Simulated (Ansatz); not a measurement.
Geometry optimisation, UKS B3LYP-D4/def2-SVP in Ansatz.

input.yaml

```yaml
crystal:
  periodic: [false, false, false]
  atoms:
    - { symbol: Si, position_ang: [-1.02846, -0.930589, -0.105512] }
    - { symbol: Ge, position_ang: [1.473125, 1.473327, 0.899852] }
    - { symbol: H, position_ang: [-0.759546, 0.448578, -0.461675] }
    - { symbol: F, position_ang: [1.177172, 2.728153, -0.296657] }
    - { symbol: F, position_ang: [2.488891, 0.443977, -0.100001] }
    - { symbol: H, position_ang: [-1.802742, -0.953065, 1.170234] }
    - { symbol: H, position_ang: [-1.815335, -1.571123, -1.195508] }
    - { symbol: H, position_ang: [0.266994, -1.639358, 0.089367] }
magnetization:
  spin_polarized: true
basis:
  gaussian: { orbitals: def2-SVP }
hamiltonian:
  xc: b3lyp
  dispersion: d4
relax:
  f_tol: 0.03
  max_steps: 50
```

Launched with:

```bash
$ ansatz run input.yaml --threads 4 --pin off --max-ram 5120MiB --backend cpu --events-out ev --progress --plain --runs-dir out
```

Question: Where does it end, and by what steps?

Answer: It converged. The force dipped under the threshold on the way, but the program's further checks kept it going. After 29 steps the energy has fallen by 0.109 eV; H7 moved furthest, 1.48 Å.

```json
{"step": "0", "energy less start (eV)": "0.0000", "largest force component (eV/Å)": "0.886", "accepted": "yes"}
{"step": "2", "energy less start (eV)": "-0.0141", "largest force component (eV/Å)": "0.610", "accepted": "yes"}
{"step": "4", "energy less start (eV)": "-0.0239", "largest force component (eV/Å)": "0.087", "accepted": "yes"}
{"step": "6", "energy less start (eV)": "-0.0283", "largest force component (eV/Å)": "0.242", "accepted": "yes"}
{"step": "8", "energy less start (eV)": "-0.0354", "largest force component (eV/Å)": "0.117", "accepted": "yes"}
{"step": "10", "energy less start (eV)": "-0.0423", "largest force component (eV/Å)": "0.273", "accepted": "yes"}
{"step": "12", "energy less start (eV)": "-0.0551", "largest force component (eV/Å)": "0.167", "accepted": "yes"}
{"step": "14", "energy less start (eV)": "-0.0644", "largest force component (eV/Å)": "0.682", "accepted": "no"}
{"step": "16", "energy less start (eV)": "-0.0875", "largest force component (eV/Å)": "0.047", "accepted": "yes"}
{"step": "18", "energy less start (eV)": "-0.0805", "largest force component (eV/Å)": "0.854", "accepted": "no"}
{"step": "20", "energy less start (eV)": "-0.1062", "largest force component (eV/Å)": "0.103", "accepted": "yes"}
{"step": "22", "energy less start (eV)": "-0.1067", "largest force component (eV/Å)": "0.075", "accepted": "yes"}
{"step": "24", "energy less start (eV)": "-0.1074", "largest force component (eV/Å)": "0.163", "accepted": "no"}
{"step": "26", "energy less start (eV)": "-0.1087", "largest force component (eV/Å)": "0.023", "accepted": "yes"}
{"step": "28", "energy less start (eV)": "-0.1092", "largest force component (eV/Å)": "0.021", "accepted": "yes"}
{"step": "29", "energy less start (eV)": "-0.1093", "largest force component (eV/Å)": "0.022", "accepted": "yes"}
```

```xyz
8
Properties=species:S:1:pos:R:3
Si -0.858 -0.898 0.139
Ge 1.572 1.707 0.466
H -0.491 0.317 0.947
F 0.727 2.471 -0.873
F 2.008 0.216 -0.384
H -2.267 -1.243 0.481
H -0.741 -0.563 -1.302
H 0.050 -2.008 0.526
```

Whether the end is a true minimum wasn't checked by a vibrational analysis.

Run time: 100 s on 4 threads of Arm Neoverse N1, on a shared host, peak memory 0.31 GiB.
